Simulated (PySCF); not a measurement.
ClF2ISi. Atoms are numbered in the order given.

```xyz
5

F      1.2852     1.3157     1.2912
Si     0.3983     0.9648     0.0000
F      1.2852     1.3157    -1.2912
Cl    -1.2592     2.1477     0.0000
I     -0.1378    -1.3906     0.0000
```

Coordinates come from a B3LYP-D3(BJ)/def2-SVP optimisation. The def2 effective core potentials stand for the cores of I; spin–orbit coupling is left out.

All values below come from CAM-B3LYP/def2-TZVP in PySCF.

Symmetry labels are those of the subgroup Cs that the program uses (full group Cs).

Computed valence orbital energies around the gap with their symmetry:
| orbital | symmetry | energy (eV) |
|---|---|---|
| HOMO−7 | A" | -14.65 |
| HOMO−6 | A" | -14.27 |
| HOMO−5 | A' | -14.00 |
| HOMO−4 | A' | -12.16 |
| HOMO−3 | A" | -11.71 |
| HOMO−2 | A' | -11.46 |
| HOMO−1 | A" | -9.80 |
| HOMO | A' | -9.74 |
| LUMO | A' | -0.26 |
| LUMO+1 | A" | 1.44 |
| LUMO+2 | A' | 1.75 |
| LUMO+3 | A' | 2.43 |
